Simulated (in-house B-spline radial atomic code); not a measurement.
## Binding energies in Dy+

NIST's tabulated ground configuration is [Xe] 4f10 6s1; each binding energy is the energy of the ion with one electron taken from that subshell, relaxed, less that of the parent. Method: Dirac-Hartree-Fock, average of configuration, Fermi nucleus of rms radius 5.2218 fm. Calculated with an all-electron radial atomic-structure program (B-spline basis). Energies include first-order Breit, QED and recoil terms.

| subshell | X-ray name | binding energy (eV) | -ε (eV) | relaxation (eV) |
| --- | --- | --- | --- | --- |
| 2p1/2 | L2 | 8590.1 | 8669.7 | 52.3 |
| 3p1/2 | M2 | 1854.3 | 1887.1 | 27.9 |
| 3p3/2 | M3 | 1687.5 | 1717.3 | 26.8 |
| 3d3/2 | M4 | 1340.5 | 1371.3 | 29.0 |
| 3d5/2 | M5 | 1305 | 1334.7 | 28.6 |
| 4p1/2 | N2 | 349.1 | 361.4 | 11.3 |
| 4p3/2 | N3 | 312.1 | 323.1 | 10.5 |
| 4d3/2 | N4 | 177 | 186.9 | 9.8 |
| 4d5/2 | N5 | 170.3 | 179.8 | 9.5 |
| 5p1/2 | O2 | 39.55 | 41.34 | 1.69 |
| 5p3/2 | O3 | 34.87 | 36.36 | 1.45 |
| 4f | N6,7 | 12.7 | 19.17 | 6.59 |
| 6s | P1 | 10.76 | 10.81 | 0.03 |

Relaxation = -ε minus the binding energy without Breit, QED and recoil terms.

Emission lines follow as differences of binding energies, with λ = 12398.42 eV·Å / E:

```
 line          holes  energy (eV)  wavelength (Å)
L2-M4  2p1/2 → 3d3/2       7249.6          1.7102
L2-N4  2p1/2 → 4d3/2       8413.1          1.4737
```

What does it cost to remove both a 5p3/2 and a 6s electron?

53.474 eV, which is 7.842 eV more than the two single binding energies together.

What does it cost to remove both a 3d5/2 and a 4d3/2 electron?

1507.1 eV, which is 25.17 eV more than the two single binding energies together.
